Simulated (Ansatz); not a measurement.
`C[O][Sn]([OH])([F])[F]`. Charge 0, multiplicity 1. Sn takes the def2 core potential. The geometry is a stationary point of PBE0-D4/def2-TZVP. It is one conformer, not always the lowest.

```xyz
10

C    -1.562   -0.827    0.109
O    -1.089    0.512    0.108
Sn    0.767    0.898   -0.195
O     1.924   -0.113    0.975
F     1.301    0.540   -1.985
F     0.987    2.760    0.037
H    -2.615   -0.789    0.394
H    -1.489   -1.285   -0.883
H    -1.030   -1.454    0.832
H     2.805   -0.243    0.609
```

Question: What is the dipole moment at ωB97M-V/def2-TZVPP? (Best estimate.)

Answer: The calculation gave: 2.61 D, with components (0.04, -2.55, 0.54) D in this frame, pointing from negative to positive charge.

Question: And with PBE, r2SCAN, B3LYP? (Estimate.)

Answer: The calculation gave: PBE 2.55 D, r2SCAN 2.60 D, B3LYP 2.65 D.

Question: Give the Mulliken charges with ωB97M-V, r2SCAN, PBE in def2-TZVPP. (Best estimate.)

Answer: Ansatz gave: 
```tsv
atom	ωB97M-V	r2SCAN	PBE
C1	-0.19	0.00	-0.16
O2	-0.51	-0.51	-0.44
Sn3	1.53	1.52	1.37
O4	-0.50	-0.52	-0.47
F5	-0.46	-0.46	-0.42
F6	-0.45	-0.45	-0.41
H7	0.13	0.07	0.11
H8	0.13	0.07	0.11
H9	0.13	0.08	0.12
H10	0.19	0.21	0.20
```

B3LYP here is the variant with VWN-RPA as its local correlation; programs differ in this.
